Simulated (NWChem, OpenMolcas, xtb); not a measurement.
## IF (iodine monofluoride): the dipole moment, rung by rung

IF: 2 atoms, total charge 0, spin state singlet. As SMILES, `FI`. Geometry: the measured bond length.

```xyz
2

F     0.0000    0.0000    0.0000
I     0.0000    0.0000    1.9098
```

Quantity: the dipole moment, in D. The values are calculated.

```csv
level,kind,program,value (D),CPU time
GFN0-xTB,semi-empirical,xtb,0.80,under 2 s
HF/def2-TZVP (core potential),Hartree–Fock,OpenMolcas,2.37,5.2 s
SVWN5/def2-TZVP (core potential),LDA,NWChem,1.84,24 s
PBE/def2-TZVP (core potential),GGA,OpenMolcas,1.77,13 s
M06-L/def2-TZVP (core potential),meta-GGA,NWChem,1.87,53 s
PBE0/def2-TZVP (core potential),global hybrid,NWChem,1.94,29 s
wB97X/def2-TZVP (core potential),range-separated hybrid,NWChem,2.07,72 s
```

The values span 0.80 to 2.37 D. Magnitudes only: a small dipole may point the other way at some levels. Times are those of the runs behind each value, whatever else they computed, on shared processors of several kinds: orders of magnitude only.
